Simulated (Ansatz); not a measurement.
```yaml
crystal:
  periodic: [true, true, true]
  atoms:
    - {symbol: F, position_ang: [-2.688530, -0.200514, 1.450108]}
    - {symbol: Ga, position_ang: [-1.445712, -0.123841, 0.529359]}
    - {symbol: C, position_ang: [0.528408, 0.061200, 0.513652]}
    - {symbol: B, position_ang: [0.338473, -0.498234, -1.134793]}
    - {symbol: O, position_ang: [-1.184551, -0.183996, -0.896256]}
    - {symbol: H, position_ang: [1.488036, -0.749445, 0.862753]}
    - {symbol: H, position_ang: [0.972929, 1.142193, 0.741666]}
    - {symbol: H, position_ang: [0.842030, -0.253462, -2.059756]}
basis:
  gaussian: {orbitals: pcseg-2}
hamiltonian: {xc: {name: rPW86-PBE}, pseudopotentials: {relativity: scalar}}
output: {forces: true}
```

```sh
$ ansatz run in.yaml --threads 4 --pin off --events-out ev --progress --plain --max-ram 10444MiB
```

Shortened log:

```
Error: YAML parse error: error: line 2 column 3: crystal: missing field `lattice` (a structure is typed as `lattice` and `atoms`, a molecule's as `atoms` in Å alone, or read from a run's directory, `checkpoint`)
 --> <input>:2:3
1 | crystal:
2 |   periodic: [true, true, true]
3 |   atoms:
4 |     - {symbol: F, position_ang: [-2.688530, -0.200514, 1.450108]}
```

Q: What is wrong with this run?

A: The molecule is marked periodic without a cell. The input was rejected before any iteration.
